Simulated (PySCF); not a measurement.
## Electronic structure of Sm²⁺ (samarium, charge +2) at the UHF level

Configuration: [Xe] 4f5 6p1, one real determinant (an excited configuration). Computed with PySCF 2.14 in cc-pVDZ-X2C, with the spin-free X2C one-electron Hamiltonian (Gaussian nucleus).

- Total energy: -10421.906390 hartree
- One-electron energy: -14195.8702 hartree
- Hartree (Coulomb) energy: 4008.3962 hartree
- Exchange energy: -234.4324 hartree
- ⟨S²⟩: 12.0042
- ⟨L²⟩: 26.016
- Sum of ⟨r⟩: 37.62 bohr
- Sum of ⟨r²⟩: 56.35 bohr²
- Traceless quadrupole moment −½Σ⟨3z² − r²⟩ along its main axis: -7.82 e·bohr²
- Langevin diamagnetic susceptibility: -44.6 ×10⁻⁶ cm³/mol

```csv
shell,electrons,mean orbital energy (eV),spread (eV),"rms radius, mean of both spins (bohr)"
1s α,1,-47085.7,0,0.0259
1s β,1,-47085.6,0,0.0259
2s α,1,-7831.4,0,0.105
2s β,1,-7831.3,0,0.105
2p α,3,-6991.8,0.230,0.0941
2p β,3,-6991.6,0.210,0.0941
3s α,1,-1786.3,0,0.271
3s β,1,-1783.3,0,0.271
3p α,3,-1517.3,0.752,0.272
3p β,3,-1514.0,1.324,0.272
3d α,5,-1147.8,0.656,0.250
3d β,5,-1144.1,1.250,0.250
4s α,1,-400.63,0,0.614
4s β,1,-392.37,0,0.614
4p α,3,-309.55,0.566,0.652
4p β,3,-300.38,2.250,0.652
4d α,5,-178.07,2.395,0.721
4d β,5,-166.13,2.476,0.721
5s α,1,-76.308,0,1.49
5s β,1,-73.042,0,1.49
5p α,3,-50.423,0.444,1.70
5p β,3,-47.864,0.628,1.70
4f α,5,-38.069,2.139,0.979
6p α,1,-14.079,0,4.47
```

⟨L²⟩ = 26.02 against 42 for a pure I term, so this real determinant mixes terms. Spin-orbit coupling, absent here, splits the open shell strongly.

Densities and radii are taken from the X2C orbitals without a picture-change correction, which distorts them close to the nucleus.

Spin-orbit constants ζ (cm⁻¹) from the X2C one-electron operator on these orbitals: bare nucleus, nucleus screened by l(l+1)(2l+1)/3 electrons, and screened by the Breit-Pauli mean field of the electrons.

```tsv
shell	bare	screened nucleus	mean field
2p	3140000	3039000	n/a
3p	642800	622100	n/a
3d	100100	83950	n/a
4p	138300	133900	n/a
4d	18050	15140	n/a
4f	2543	1395	n/a
5p	20020	19380	n/a
6p	2042	1976	n/a
```

To first order the Landé constant is A = 248.6 cm⁻¹, so the lowest level has J = 3 and lies 0.647 eV below the centre of the term. This holds in LS coupling only.
